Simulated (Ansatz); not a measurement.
`C[SiH2][O][GeH3]` + `N=C1O[SiH2]1` → `[GeH3]/[N]=C1\O[SiH2]1` + `C[SiH2]O` at 298.15 K and 1 bar (ligand exchange at a Ge–O bond).

Isolated molecules relaxed with PBE0-D4/def2-TZVP in Ansatz; ΔE leaves out vibrations. CBS: MP2 limit from def2 TZ/QZ plus the TZ coupled-cluster correction, frozen cores. This one scheme is used for every species. For Ge outer-core shells are correlated without core-valence functions, which leaves a few kJ/mol of doubt a bond. Scalar relativity is left out up to krypton. One conformer a species, not always the lowest.

| species | CCSD(T)/CBS energy (Eh) | H − E (kJ/mol) | S (J/(mol·K)) |
| --- | --- | --- | --- |
| `C[SiH2][O][GeH3]` | -2483.29571 | 237.6 | 381.1 |
| `N=C1O[SiH2]1` | -458.76323 | 121.6 | 282.5 |
| `[GeH3]/[N]=C1\O[SiH2]1` | -2536.08022 | 163.0 | 360.0 |
| `C[SiH2]O` | -405.96945 | 193.7 | 296.5 |

H − E and S are ideal-gas, rigid-rotor, harmonic terms from PBE0-D4/def2-TZVP, for one conformer and one mirror image of each species. 1 Eh = 2625.50 kJ/mol, R = 8.31446 J/(mol·K).

**Question.** By hand: ΔE, ΔH, ΔS and ΔG.

**Answer.** ΔE = (-2536.08022) + (-405.96945) − (-2483.29571) − (-458.76323) = 0.00927 Eh = 24.3 kJ/mol. Δ(H − E) = 163.0 + 193.7 − 237.6 − 121.6 = -2.5, so ΔH = 21.8 kJ/mol. ΔS = 360.0 + 296.5 − 381.1 − 282.5 = -7.1 J/(mol·K). ΔG = 21.8 − 298.15 × (-7.1)/1000 = 23.9 kJ/mol.

**Question.** By hand: the equilibrium constant, and the temperature at which ΔG would vanish if ΔH and ΔS stayed fixed.

**Answer.** log₁₀ K = −ΔG/(RT ln 10) = -4.2. ΔH and −TΔS have one sign here, so there is no such temperature.

The number of gas molecules stays the same, so ΔS is small and ΔH decides. A doubt of 5 kJ/mol in ΔE shifts log₁₀ K by 0.9 here. Other conformers and mirror images would add mixing entropy, several J/(mol·K) or more a flexible species. Modes under 60 cm⁻¹, often nearly free rotors, make the harmonic entropy too high. These are equilibria of isolated gas molecules and say nothing of rates. Largest T1 diagnostic: 0.017 (customary marks: 0.02 for closed shells, 0.045 for open ones).

ΔS is within the doubt of such terms, so its sign, and with it that verdict, could turn.
